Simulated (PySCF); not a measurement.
C₆H₇, SMILES [C]1=CCCC=C1, multiplicity 2. Geometry optimised at PBE0-D3(BJ)/def2-SVP. The isomer is the one that the SMILES or the coordinates give; other isomers of the formula were not compared. One conformer was computed; it need not be the lowest.

Level of theory: PBE0-D3(BJ)/def2-SVP (PySCF).

Harmonic wavenumbers (cm⁻¹): 201, 278, 462, 535, 551, 694, 715, 757, 870, 948, 965, 972, 1008, 1028, 1080, 1154, 1166, 1227, 1265, 1339, 1364, 1402, 1432, 1445, 1655, 1710, 3009, 3022, 3115, 3116, 3191, 3195, 3215. Rotational constants (GHz): 5.566, 4.995, 2.803; symmetry number 1.

Problem. Work out the zero-point energy and the ideal-gas rigid-rotor harmonic-oscillator thermochemistry at 298.15 K and 1 atm.

Solution. ZPE = ½ Σ hcν = ½ × 48085 cm⁻¹ = 68.74 kcal/mol. H − E(el) = 72.59 kcal/mol. Entropy in cal/(mol K): translation 39.02, rotation 25.83, vibration 7.40, spin 1.38, total 73.62. G − E(el) = 50.64 kcal/mol. Cp = 21.77 cal/(mol K).
